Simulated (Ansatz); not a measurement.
Basis sets compared for Si₅O₄. The state is a singlet with charge 0. Geometry PBE-D4/def2-SVP. Ansatz on 4 threads of Arm Neoverse V1 on a shared host; times are rough, and most runs start from earlier orbitals.

Cartesian coordinates in Å:
```
Si -2.027 1.360 0.601
Si 1.196 -2.394 0.629
Si 1.676 -0.459 -2.131
Si 0.126 1.459 -0.316
Si -0.185 0.204 1.473
O 0.363 -1.381 1.737
O 1.452 -1.369 -0.708
O -3.566 1.525 0.448
O 0.967 1.055 -1.735
```

The restricted singlet is unstable towards broken spin symmetry in Hartree–Fock (as tested in another run); at PBE-D4/def2-SVP, PBE-D4/def2-TZVP, PBE0-D4/def2-SVP, PBE0-D4/def2-TZVP this wasn't settled. Another isomer (singlet) lies 1.00 eV lower at PBE0-D4/def2-TZVP; other spin states weren't run for this one.

Binding counts from free atoms (Si triplet, O triplet) in the same basis, without a counterpoise term.

```
           level  functions  energy (Eh)  HOMO (eV)  LUMO (eV)  binding per atom (eV)  wall time
 PBE-D4/def2-SVP        146   -1746.8212      -5.56      -3.78                   4.66        2 s
PBE0-D4/def2-SVP        146   -1746.9084      -6.53      -3.07                   4.38      3.3 s
```

Problem. Estimate the rows for PBE-D4/def2-TZVP (with forces), PBE0-D4/def2-TZVP.

Solution. 
| level | functions | energy (Eh) | HOMO (eV) | LUMO (eV) | binding per atom (eV) | wall time |
| --- | --- | --- | --- | --- | --- | --- |
| PBE-D4/def2-TZVP (with forces) | 309 | -1747.7196 | -5.64 | -3.82 | 4.74 | 6.5 s |
| PBE0-D4/def2-TZVP | 309 | -1747.8056 | -6.58 | -3.08 | 4.49 | 15 s |
